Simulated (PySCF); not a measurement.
Two species compared at the same levels of theory.

First species: H3SiCHF2, CH4F2Si.
InChI=1S/CH4F2Si/c2-1(3)4/h1H,4H3

Second species: 1-propanol, C₃H₈O.
Atom-mapped SMILES: `[CH3:1][CH2:2][CH2:3][OH:4]` (hydrogens: H5, H6, H7 on C1; H8, H9 on C2; H10, H11 on C3; H12 on O4)

Levels: B3LYP/def2-SVPD for dipole moment, HOMO energy, LUMO energy, HOMO–LUMO gap, static isotropic polarisability and electronic spatial extent ⟨r²⟩ about the centre of nuclear charge; TDDFT B3LYP/def2-SVPD for lowest singlet excitation; TDA B3LYP/def2-SVPD for lowest triplet excitation (Tamm–Dancoff); GFN2-xTB for rotational constant A and rotational constant C. Geometries: GFN2-xTB. Each structure is a single optimised conformer of the isolated species, non-relativistic unless stated. Electronic properties by PySCF.

Dipoles, sizes and rotational constants follow the conformer. The torsions of the flexible species, by atom-mapped SMILES:
- `[CH3:1][CH2:2][CH2:3][OH:4]`: C1–C2–C3–O4 179°, H–O4–C3–C2 57°

| property | column X | column Y |
| --- | --- | --- |
| dipole moment | 2.24 D | 1.79 D |
| HOMO energy | -8.53 eV | -7.59 eV |
| LUMO energy | -0.14 eV | 0.33 eV |
| HOMO–LUMO gap | 8.39 eV | 7.92 eV |
| lowest singlet excitation | 7.47 eV | 6.71 eV |
| lowest triplet excitation (Tamm–Dancoff) | 6.95 eV | 6.45 eV |
| static isotropic polarisability | 43.3 au | 44.7 au |
| electronic spatial extent ⟨r²⟩ about the centre of nuclear charge | 398 bohr² | 382 bohr² |
| rotational constant A | 9.052 GHz | 26.077 GHz |
| rotational constant C | 3.117 GHz | 3.571 GHz |

Question: Which column belongs to which species?

Answer: Column X is the first species and column Y the second. The first has 8 atoms and 42 electrons, the second 12 and 34.

Question: How does each property change from the first species to the second?

Answer: dipole moment -0.45 D; HOMO energy +0.94 eV; LUMO energy +0.47 eV; HOMO–LUMO gap -0.47 eV; lowest singlet excitation -0.76 eV; lowest triplet excitation (Tamm–Dancoff) -0.50 eV; static isotropic polarisability +1.4 au; electronic spatial extent ⟨r²⟩ about the centre of nuclear charge -16 bohr²; rotational constant A +17.025 GHz; rotational constant C +0.454 GHz.

On the first: S1 lies 0.92 eV below the HOMO–LUMO gap; its leading configuration is HOMO→LUMO, weight 0.95.

On the second: The principal polarisabilities are 40.6, 43.2 and 50.5 au; their mean is the isotropic value. S1 lies 1.21 eV below the HOMO–LUMO gap; its leading configuration is HOMO→LUMO, weight 0.92.
